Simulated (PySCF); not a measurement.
Compound: BH₁₀NSi₂.
Numbering: `[NH3+:1][BH2-:2][SiH2:3][SiH3:4]` (hydrogens: H5, H6, H7 on N1; H8, H9 on B2; H10, H11 on Si3; H12, H13, H14 on Si4)

The calculation used PBE0-D3(BJ)/def2-SVP geometry optimisation, gas phase (PySCF).

Q: What internal coordinates does the optimisation give?

A: 
```tsv
bond	length (bohr)	order
N1–B2	3.071	single
B2–Si3	3.838	single
Si3–Si4	4.447	single
N1–H5, N1–H6, N1–H7	1.932	single
B2–H8, B2–H9	2.309	single
Si3–H10	2.852	single
Si3–H11	2.833	single
Si4–H12, Si4–H14	2.831	single
Si4–H13	2.862	single
```

Bonds in one row agree within 0.02 bohr and their mean is given. Orders are formal, as drawn. A selection of angles:
```tsv
angle	degrees
B2–N1–H5	111.6
H5–N1–H6	107.5
N1–B2–Si3	108.4
N1–B2–H8	106.6
N1–B2–H9	106.2
Si3–B2–H8	113.0
Si3–B2–H9	109.7
H8–B2–H9	112.6
B2–Si3–Si4	107.6
B2–Si3–H10	115.4
Si4–Si3–H10	104.6
Si4–Si3–H11	107.6
H10–Si3–H11	106.4
Si3–Si4–H12	112.1
Si3–Si4–H13	107.8
Si3–Si4–H14	117.1
H12–Si4–H13	105.1
H12–Si4–H14	108.2
```

Dihedral angles: N1–B2–Si3–Si4 53° (synclinal). The mirror-image conformer, all signs reversed, is as good.

Si3 (SiH2 silicon) is distorted tetrahedral (angles from 104.6° to 115.4°). N1 (nitrogen bonded to B and 3 H) is tetrahedral (angles from 107.1° to 111.6°). B2 (four-coordinate boron) is tetrahedral (angles from 106.2° to 113.0°). Of the pairs four or more bonds apart, Si4···H7 is among the closest relative to their van der Waals radii: 3.10 Å, 94 % of the sum of Bondi's values. Si4 (SiH3 silicon) is distorted tetrahedral (angles from 105.1° to 117.1°).

Point group: C1 (no symmetry element, even within 0.4 Å). No frequency check. One conformer, not necessarily the lowest.
